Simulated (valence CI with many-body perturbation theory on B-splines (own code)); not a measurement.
# E1 transitions of Tl L

Calculated by relativistic CI+MBPT: four valence electrons over a frozen Dirac-Fock core [Ar] 3d10, a basis of 11 s, 11 p, 9 d, 7 f, 5 g, 2 h, 1 i functions for each j, with the one-electron correlation potential Σ1, the two-electron term Σ2, the three-electron term Σ3, Breit, model QED; selected CI, second order for the rest (own B-spline code, finite nucleus).

No measured spectrum was set against this ion. As an estimate, large intervals hold to a few tenths of a per cent, small ones and those within an open d or f shell to about a per cent.

Lines 1 to 50 of 229 in falling wavelength, among levels below 5470.3 × 10³ cm⁻¹, chosen from the strongest by gf and those to the six lowest levels. Wavelengths and rates use the calculated energies. Electric multipoles are in the length gauge, E1 and E2 with the static RPA response of the core. Weak lines are less certain than strong ones. Lines between different terms over intervals too small for the method are left out, as are lines whose strength nearly cancels. The highest levels of a list are the least certain.

Levels are named by their leading jj configuration (3d3/2^4 stands for four electrons in 3d with j = 3/2), which in mixed levels can hold well under half, so a name can repeat and another be missing. Letters in brackets count levels of one name in rising energy.

```csv
λ vac (Å),Upper,Lower,A (s⁻¹),log gf,Branch %
680.3,(4s^2 4p1/2 4d3/2) J=2,(4s^2 4p3/2^2) J=2,1.49e+05,-4.29,0.0
436.5,(4s^2 4p3/2^2) J=2,(4s 4p1/2^2 4p3/2) J=1,3.22e+06,-3.34,6.6
318.6,(4s^2 4p3/2^2) J=0,(4s 4p1/2^2 4p3/2) J=1,1.10e+07,-3.77,19.7
314.1,(4s^2 4p1/2 4d3/2) J=1,(4s^2 4p3/2^2) J=2,7.22e+06,-3.49,0.0
275.0,(4s^2 4p3/2^2) J=2,(4s 4p1/2^2 4p3/2) J=2,7.56e+06,-3.37,15.4
203.2,(4s^2 4p1/2 4d5/2) J=2,(4s^2 4p3/2^2) J=2,6.22e+07,-2.72,0.0
199.2,(4s^2 4p1/2 4d5/2) J=3,(4s^2 4p3/2^2) J=2,4.17e+07,-2.76,0.0
134.1,(4s 4p1/2 4p3/2 4d3/2) J=3 [a],(4s^2 4p3/2 4d3/2) J=2,5.59e+09,-0.98,6.6
126.8,(4s 4p1/2 4p3/2 4d5/2) J=4 [a],(4s^2 4p3/2 4d5/2) J=4,3.74e+09,-1.09,55.3
125.3,(4s 4p1/2^2 4d3/2) J=2,(4s^2 4p1/2 4d3/2) J=1,1.12e+10,-0.88,15.0
124.4,(4s 4p1/2 4p3/2 4d3/2) J=4,(4s^2 4p3/2 4d3/2) J=3,1.23e+10,-0.59,18.6
120.2,(4s 4p1/2 4p3/2^2) J=2 [a],(4s^2 4p3/2^2) J=2,2.61e+09,-1.55,0.6
118.9,(4s 4p1/2 4p3/2 4d5/2) J=4 [b],(4s^2 4p3/2 4d5/2) J=3,6.01e+09,-0.94,1.4
113.6,(4s 4p1/2 4p3/2 4d3/2) J=2 [b],(4s^2 4p3/2 4d3/2) J=2,1.34e+10,-0.89,1.3
113.5,(4s 4p1/2 4p3/2 4d5/2) J=5,(4s^2 4p3/2 4d5/2) J=4,1.94e+10,-0.38,100.0
112.9,(4s 4p1/2^2 4p3/2) J=2,(4s^2 4p1/2 4p3/2) J=2,1.47e+10,-0.85,45.7
111.2,(4s 4p1/2 4p3/2 4d3/2) J=1 [b],(4s^2 4p3/2 4d3/2) J=0,1.26e+10,-1.16,0.6
111.0,(4s 4p1/2 4p3/2 4d5/2) J=4 [c],(4s^2 4p3/2 4d5/2) J=3,1.32e+10,-0.66,1.2
110.4,(4s 4p1/2 4p3/2 4d3/2) J=2 [c],(4s^2 4p3/2 4d3/2) J=1,1.06e+10,-1.01,0.4
110.3,(4s 4p1/2 4p3/2 4d5/2) J=3 [a],(4s^2 4p3/2 4d5/2) J=2,1.33e+10,-0.77,2.2
110.2,(4s 4p1/2^2 4d5/2) J=3,(4s^2 4p1/2 4d5/2) J=3,1.60e+10,-0.69,4.2
110.1,(4s 4p1/2 4p3/2^2) J=3,(4s^2 4p3/2^2) J=2,1.84e+10,-0.63,5.6
109.8,(4p1/2^2 4p3/2^2) J=2,(4s 4p1/2 4p3/2^2) J=1 [b],8.75e+09,-1.10,0.7
109.8,(4s 4p1/2 4p3/2 4d3/2) J=3 [b],(4s^2 4p3/2 4d3/2) J=2,5.62e+09,-1.15,0.3
109.0,(4s 4p1/2^2 4d5/2) J=3,(4s^2 4p1/2 4d5/2) J=2,2.21e+10,-0.56,5.8
108.2,(4s 4p1/2 4p3/2 4d3/2) J=1 [c],(4s^2 4p3/2 4d3/2) J=1,2.12e+10,-0.95,1.2
108.2,(4p1/2^2 4p3/2^2) J=2,(4s 4p1/2 4p3/2^2) J=2 [b],1.78e+10,-0.81,1.5
108.1,(4s 4p1/2^2 4p3/2) J=2,(4s^2 4p1/2 4p3/2) J=1,1.75e+10,-0.82,54.3
106.9,(4s 4p1/2 4p3/2 4d5/2) J=1 [c],(4s^2 4p3/2 4d5/2) J=1,1.94e+10,-1.00,1.8
106.9,(4s 4p1/2^2 4d3/2) J=1,(4s^2 4p1/2 4d3/2) J=2,3.44e+10,-0.75,45.3
106.3,(4s 4p1/2 4p3/2 4d3/2) J=3 [c],(4s^2 4p3/2 4d3/2) J=3,1.75e+10,-0.68,1.0
106.3,(4s 4p1/2 4p3/2^2) J=1 [a],(4s^2 4p3/2^2) J=0,1.49e+10,-1.12,1.6
105.7,(4s 4p1/2 4p3/2 4d5/2) J=1 [a],(4s^2 4p3/2 4d5/2) J=2,1.49e+10,-1.13,1.5
105.7,(4s 4p1/2 4p3/2 4d5/2) J=2 [c],(4s^2 4p3/2 4d5/2) J=1,2.39e+10,-0.70,1.8
105.2,(4s 4p1/2 4p3/2 4d5/2) J=3 [b],(4s^2 4p3/2 4d5/2) J=2,8.31e+09,-1.02,0.9
103.4,(4s 4p1/2 4p3/2 4d5/2) J=2 [b],(4s^2 4p3/2 4d5/2) J=2,2.07e+10,-0.78,2.9
103.2,(4s 4p1/2^2 4d3/2) J=2,(4s^2 4p1/2 4d3/2) J=2,2.45e+10,-0.71,32.6
102.2,(4s 4p1/2^2 4d5/2) J=2,(4s^2 4p1/2 4d5/2) J=3,3.87e+10,-0.52,10.1
101.5,(4s 4p1/2 4p3/2 4d5/2) J=3 [d],(4s^2 4p3/2 4d5/2) J=3,2.32e+10,-0.60,1.4
101.3,(4s 4p1/2 4p3/2 4d5/2) J=3 [b],(4s^2 4p3/2 4d5/2) J=4,6.53e+09,-1.15,0.7
101.2,(4s 4p1/2^2 4d5/2) J=2,(4s^2 4p1/2 4d5/2) J=2,1.07e+10,-1.09,2.8
99.44,(4s 4p1/2 4p3/2 4d5/2) J=4 [b],(4s^2 4p3/2 4d5/2) J=4,1.31e+10,-0.76,3.1
99.35,(4s 4p1/2 4p3/2 4d5/2) J=2 [d],(4s^2 4p3/2 4d5/2) J=3,3.06e+10,-0.64,1.5
99.05,(4p1/2^2 4p3/2^2) J=0,(4s 4p1/2 4p3/2^2) J=1 [a],6.94e+10,-0.99,6.5
98.03,(4s 4p1/2^2 4p3/2) J=1,(4s^2 4p1/2 4p3/2) J=2,4.94e+10,-0.67,6.6
97.50,(4s 4p1/2 4p3/2^2) J=1 [a],(4s^2 4p3/2^2) J=2,1.54e+10,-1.18,1.7
96.17,(4s 4p1/2 4p3/2 4d3/2) J=1 [d],(4s^2 4p3/2 4d3/2) J=2,1.76e+10,-1.14,0.6
95.84,(4s 4p1/2 4p3/2^2) J=2 [b],(4s^2 4p3/2^2) J=2,2.93e+10,-0.70,2.2
94.64,(4s 4p1/2 4p3/2 4d5/2) J=3 [c],(4s^2 4p3/2 4d5/2) J=4,2.88e+10,-0.57,1.9
94.61,(4s 4p1/2 4p3/2^2) J=1 [b],(4s^2 4p3/2^2) J=2,2.29e+10,-1.04,1.3
```
